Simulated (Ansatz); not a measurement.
Species: C$_{3}$H$_{9}$BN, charge 0, multiplicity 2. It need not be the lowest isomer of its formula. 
Structure (B3LYP-D3(BJ)/def2-TZVP (Ansatz, an electronic-structure program) minimum search):
```xyz
14

C      1.9582    -0.2380    -0.6014
N      0.9205     0.4803    -0.0597
B     -0.4312     0.0803     0.1429
C     -1.4303     1.1113     0.7924
C     -0.8777    -1.3705    -0.2868
H      2.9316     0.2156    -0.6849
H      1.7790    -1.2457    -0.9341
H      1.1722     1.4157     0.2269
H     -2.2794     1.2971     0.1255
H     -0.9865     2.0792     1.0410
H     -1.8653     0.7003     1.7100
H     -0.7120    -1.5405    -1.3564
H     -0.2964    -2.1394     0.2338
H     -1.9321    -1.5622    -0.0835
```
Charge 0, spin multiplicity 2.

Wanted: atomisation energy (electronic, to ground-state atoms); the coupled-cluster value holds the core correlation from cc-pwCVTZ, in kJ/mol. Valence correlation only, unless marked. UHF or UKS for open shells. Spin-orbit coupling is left out. Non-relativistic. CBS marks a two-point X^-3 extrapolation of the correlation energy; Hartree-Fock from the larger set.

Level to compare with: CCSD(T)/CBS(cc-pVTZ,cc-pVQZ) plus the core term (Ansatz), 5436.4 kJ/mol. It is a level with limits of its own, and the differences hold the functionals' basis error too.

### Question
Rank these functionals by how close they come to CCSD(T)/CBS(cc-pVTZ,cc-pVQZ), closest first: wB97X-V/def2-TZVPD (Ansatz); r2SCAN0/def2-TZVPD (Ansatz); BLYP/def2-TZVPD (Ansatz).

### Answer
wB97X-V/def2-TZVPD (range-separated hybrid with VV10, 5440.9 kJ/mol, difference 4.5), r2SCAN0/def2-TZVPD (hybrid meta-GGA, 5399.5 kJ/mol, difference -36.9), BLYP/def2-TZVPD (GGA, 5391.2 kJ/mol, difference -45.2)
